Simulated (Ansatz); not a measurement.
Gas-phase electronic energies from Ansatz, PBE0-D4/def2-TZVP geometries. CBS: MP2 limit from def2 TZ/QZ plus the TZ coupled-cluster correction, frozen cores. Functionals use def2-TZVPP. B3LYP here is the variant with VWN-RPA as its local correlation; programs differ in this. For As outer-core shells are correlated without core-valence functions, which leaves a few kJ/mol of doubt a bond. Scalar relativity is left out up to krypton. One conformer a species, not always the lowest.

`B[SiH2][AsH]C` + `C[SiH](N)Cl` → `BN[SiH](C)Cl` + `C[AsH][SiH3]`  (cleavage of the B–Si bond)

| level | ΔE (kcal/mol) | difference from CCSD(T)/CBS |
| --- | --- | --- |
| PBE-D4 | -34.4 | 1.8 |
| r2SCAN-D4 | -35.7 | 0.5 |
| PBE0-D4 | -35.0 | 1.2 |
| ωB97X-V | -36.3 | -0.1 |
| ωB97M-V | -37.5 | -1.3 |
| B2PLYP | -37.3 | -1.1 |
| r2SCAN | -35.7 | 0.5 |
| PBE0 | -35.0 | 1.2 |
| B3LYP | -36.6 | -0.4 |
| HF/def2-TZVPP | -37.5 | -1.3 |
| MP2/def2-TZVPP | -37.9 | -1.7 |
| SCS-MP2/def2-TZVPP | -37.9 | -1.7 |
| CCSD/def2-TZVPP | -36.7 | -0.5 |
| HF/def2-QZVPP | -37.5 | -1.3 |
| SCS-MP2/def2-QZVPP | -37.6 | -1.4 |
| CCSD/CBS(def2) | -36.1 | 0.1 |
| CCSD(T)/CBS | -36.2 | 0 |

Largest T1 diagnostic among the species: 0.012.
